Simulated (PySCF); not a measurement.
## Input and output

[OsO2(OH)3]+ (singlet). PySCF 2.14.0, RKS CAM-B3LYP, Os def2-SVP with ECP60, O def2-SVP, H def2-SVP; non-relativistic Hamiltonian with scalar-relativistic core potentials where named; density fitting; no spin-orbit coupling. Purpose: singlet excitations, Tamm-Dancoff CAM-B3LYP. The geometry is a saddle point of the state and level it was relaxed for.

```python
mol = gto.M(atom='''
Os    -0.00000     0.00000     0.20293
O     -0.00000     0.00000     1.92506
O      0.00000    -0.00000    -1.54302
O      1.84854    -0.13404     0.22899
H      2.27445    -0.16484    -0.65707
O     -0.80819     1.66790     0.22899
H     -0.99447     2.05215    -0.65707
O     -1.04035    -1.53386     0.22899
H     -1.27998    -1.88731    -0.65707''',
    basis={'Os': 'def2-SVP', 'O': 'def2-SVP', 'H': 'def2-SVP'},
    ecp={'Os': 'def2-SVP'},
    charge=1, spin=0)
mf = dft.RKS(mol, xc='CAMB3LYP')
mf.grids.atom_grid = (50, 194)
mf = mf.density_fit()  # fitting sets: Os def2-universal-JKFIT, O def2-universal-JKFIT, H def2-universal-JKFIT
mf.conv_tol = 1e-08; mf.max_cycle = 55
mf.kernel(dm0)  # dm0: converged density of the relaxed state
td = mf.TDA(); td.nstates = 8; td.kernel()
```

Run from Python with OMP_NUM_THREADS=2; the lines above give its settings. Where DIIS fails, smearing, a level shift and second-order steps follow.
It took 68 s on 2 threads of Arm Neoverse V2 (shared host), from an already converged density.

Where do the frontier levels lie, over both spins?

HOMO -17.12 eV, LUMO -9.64 eV. 

What does the SCF print?


```
init E= -467.724458382851
cycle= 1 E= -467.724374404709  delta_E= 8.4e-05  |g|= 0.112  |ddm|= 0.142
cycle= 2 E= -467.709940668596  delta_E= 0.0144  |g|= 0.304  |ddm|= 0.269
cycle= 3 E= -467.726570640654  delta_E= -0.0166  |g|= 0.0155  |ddm|= 0.194
cycle= 4 E= -467.726591599717  delta_E= -2.1e-05  |g|= 0.012  |ddm|= 0.0147
...
cycle= 9 E= -467.726621219066  delta_E= -2.41e-08  |g|= 3.4e-05  |ddm|= 0.000595
cycle= 10 E= -467.726621219974  delta_E= -9.08e-10  |g|= 2.35e-05  |ddm|= 0.000103
Extra cycle  E= -467.726621219547  delta_E= 4.27e-10  |g|= 5.74e-05  |ddm|= 5.61e-05
converged SCF energy = -467.726621219547
```

What are the Mulliken charges and spins?


```json
{"atom": "Os1", "charge (e)": "1.341", "spin (e)": "0.000"}
{"atom": "O2", "charge (e)": "-0.165", "spin (e)": "0.000"}
{"atom": "O3", "charge (e)": "-0.298", "spin (e)": "0.000"}
{"atom": "O4", "charge (e)": "-0.252", "spin (e)": "0.000"}
{"atom": "H5", "charge (e)": "0.293", "spin (e)": "0.000"}
{"atom": "O6", "charge (e)": "-0.252", "spin (e)": "0.000"}
{"atom": "H7", "charge (e)": "0.293", "spin (e)": "0.000"}
{"atom": "O8", "charge (e)": "-0.253", "spin (e)": "0.000"}
{"atom": "H9", "charge (e)": "0.293", "spin (e)": "0.000"}
```

Which singlet excitations follow (Tamm-Dancoff, 8 states)?


```
state    eV  oscillator strength
    1  2.70               0.0000
    2  2.95               0.0022
    3  2.95               0.0022
    4  3.12               0.0001
    5  3.12               0.0001
    6  3.94               0.0000
    7  4.07               0.0000
    8  4.07               0.0021
```

The geometry was relaxed with B3LYP (Os def2-SVP with ECP60, O def2-SVP, H def2-SVP).
